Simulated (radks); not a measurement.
Species: the copper ion Cu5+. Configuration: [Ar] 3d6.

Calculated with a radial shooting solver on a logarithmic mesh with Libxc functionals: scalar-relativistic Kohn-Sham, SCAN, spin-polarised, spherical densities, finite nucleus; open shells are filled with parallel spins first; meta-GGA in the generalised Kohn-Sham scheme; Fermi nuclear charge, rms radius 3.8823 fm.

Energy parts (hartree):
| part | energy |
|---|---|
| total | -1647.75719 |
| kinetic | 1672.64362 |
| electron-nucleus | -3881.69166 |
| Hartree | 626.47161 |
| exchange-correlation | -65.18077 |

Orbitals (lengths in bohr, moments of r in powers of bohr; r(max) is where P^2 peaks; r(90%) holds 90 % of the orbital's charge):
orbital  occ.  eigenvalue (hartree)       <r^4>  r(90%)   r(max)     <r^2>
1s up       1             -329.9054  0.00003450  0.0932  0.03412  0.003659
1s down     1             -329.9048  0.00003449  0.0932  0.03412  0.003659
2s up       1             -43.21489    0.007404   0.364   0.1964   0.06520
2s down     1             -43.05848    0.007319   0.363   0.1963   0.06485
2p up       3             -37.71858    0.005558   0.338   0.1585   0.05240
2p down     3             -37.60246    0.005476   0.337   0.1582   0.05204
3s up       1              -7.95672      0.4674    1.02   0.6062    0.5450
3s down     1              -7.68603      0.4827    1.03   0.6078    0.5528
3p up       3              -6.29516      0.5796    1.08   0.6091    0.5898
3p down     3              -6.02492      0.6073    1.09   0.6116    0.6018
3d up       5              -3.62149      0.9859    1.23   0.5649    0.6961
3d down     1              -3.34357       1.132    1.27   0.5729    0.7382

The highest occupied level is 3d down at -90.983 eV. The density falls to 0.001 e/bohr^3 at r = 2.24 bohr. The electron density at the nucleus is 2.24e+04 e/bohr^3 (large components only).
